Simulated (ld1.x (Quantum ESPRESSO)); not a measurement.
## scandium: one change to a TM potential, before and after

Sc (Z = 21), norm-conserving Troullier–Martins (Kleinman–Bylander form), made with ld1.x (Quantum ESPRESSO) 7.5 (PBE, scalar-relativistic). Core [Ne] 3s2, reference 3p6 3d1 4s1.5 4p0 (charge +0.5). Waves: 3p (bound): rc 1.00 bohr; 3d (bound): rc 1.55 bohr; 4s (bound): rc 2.35 bohr. Local part: the s channel. Core correction: none.

Change: all radii scaled by about 0.74 (s 1.74, p 0.74, d 1.16 bohr).

Cutoffs: the cutoffs (Ry, on a coarse ladder) from which the occupation-weighted sum of valence levels, in a spherical-Bessel basis at the reference potential, stays within 10 and 1 mRy of its value at 400 Ry; they do not see the model core or the augmentation charge, which bear on the density cutoff. Errors are all-electron minus pseudo energies relative to the spin-unpolarised reference configuration.

**Question.** What does the change do?

**Answer.** A bound ghost appears in s, which as a rule spoils a file; of the 7 tests that both files solve, the error grows in 4 and shrinks in 3 by more than 15 % and 0.3 meV (median size 20.4 → 34.0 meV).

```tsv
quantity	base	changed
cutoff, loose	80 Ry	260 Ry
cutoff, tight	140 Ry	over 300 Ry
loose cutoff by channel (10 mRy a level)	p 45 Ry, d 70 Ry, s 6 Ry	p 200 Ry, d 100 Ry, s 18 Ry
bound ghosts	none	s (extra level of the local part)
error for 3p6 3d1 4s2 4p0, meV [ΔE -2.75 eV]	+0.7	+6.9
error for 3p6 3d1 4s1 4p0, meV [ΔE 4.14 eV]	+1.0	+13
error for 3p6 3d1 4s0 4p0, meV [ΔE 16.91 eV]	+18	+27
error for 3p6 3d2 4s1 4p0, meV [ΔE -1.09 eV]	-81	+36
error for 3p6 3d1 4s0 4p2, meV [ΔE 2.92 eV]	-1027	-679
error for 3p6 3d1.5 4s1.5 4p0, meV [ΔE -2.07 eV]	-20	+48
error for 3p6 3d2 4s0 4p0, meV [ΔE 4.82 eV]	-146	-34
```

 A true bound ghost makes a file unfit for plane-wave use even where its test errors are small: the radial tests pick states by their node count and pass the ghost by.
